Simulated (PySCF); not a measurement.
# Calculated NMR parameters of [BH3-][P@+]1(C=C)C=CC=C1C

```yaml
Formula: C7H12BP
SMILES: "[BH3-][P@+]1(C=C)C=CC=C1C"
Point_group_of_the_computed_structure: C1
Carbon_signals: 7
Proton_signals: 8
```

Mapped SMILES: `[BH3-:1][P@+:2]1([CH:3]=[CH2:4])[CH:5]=[CH:6][CH:7]=[C:8]1[CH3:9]`. Hydrogens are named by the atom that carries them. Ha(C4) is cis to P2; Hb(C4) is trans to P2.

Theoretical values (PySCF): PBE0-D3(BJ)/def2-SVP structure, GIAO PBE0/pcSseg-1 shieldings. Equivalent nuclei averaged, single conformer, gas phase, non-relativistic Hamiltonian.

Referencing at the same level of theory: 1H (σ = 31.27 ppm), 13C (σ = 184.41 ppm) against TMS; 31P (σ = 310.13 ppm) vs H3PO4; 11B (σ = 100.73 ppm) vs BF3·OEt2.

```tsv
carbon	δC, type	δH (multiplicity)	HMBC from (2–3 bonds)	span of the C tensor (ppm)
C3	134.1, CH	5.72 (m)	Ha(C4), Hb(C4), H(C5), H(B1)	215
C4	149.4, CH2	Hb(C4) 6.71 (m); Ha(C4) 7.09 (m)	H(C3)	268
C5	137.3, CH	6.45 (m)	H(C6), H(C7), H(C3), H(B1)	204
C6	151.0, CH	7.01 (m)	H(C7), H(C5)	218
C7	142.2, CH	6.65 (m)	H(C6), H(C5), H(C9)	185
C8	156.9, C	–	H(C6), H(C7), H(C5), H(C3), H(C9), H(B1)	217
C9	16.7, CH3	2.12 (m)	H(C7)	32
```

Other nuclei:
```csv
atoms,nucleus,environment,δ (ppm),σ (ppm)
H(B1),1H,hydrogen on a boron bonded to P,1.00,30.27
P2,31P,"phosphorus bonded to 3 C, B, in a 5-membered ring",22.8,287.4
B1,11B,"boron bonded to P, 3 H",-50.4,151.1
```

δC 156.9: fully substituted alkene carbon; as expected for a trigonal carbon in a double bond. δC 151.0, 142.2, 137.3, 134.1: alkene CH; as expected for a trigonal carbon in a double bond. δC 149.4: terminal =CH2 carbon; an sp2 carbon of a C=C bond. δC 16.7: allylic methyl carbon; aliphatic region, no heteroatom directly attached. δH 7.01, 6.65, 6.45, 5.72: hydrogen on an alkene CH; attached to an sp2 carbon and in the plane of the double bond.

Hydrogens on boron are broadened and split by 11B (spin 3/2, 80 %) and 10B (spin 3). Splittings by 31P in the carbon and heteronuclear signals aren't shown, as no couplings were computed. Shifts are as computed. Against solution values, carbons near 30 ppm lie about +2 ppm off and those near 130 ppm about +5 ppm. Of 1313 compounds with measured shifts, 239 miss one by over three times the rms of a fit or turn the order of signals round; such compounds aren't used in these exercises. Experimental scales use liquid or dissolved standards, which lie at an offset from isolated H3PO4. Multiplicities follow the n + 1 count of equivalent neighbours, as no J values were calculated; m marks all less simple cases, F and P coupling included.
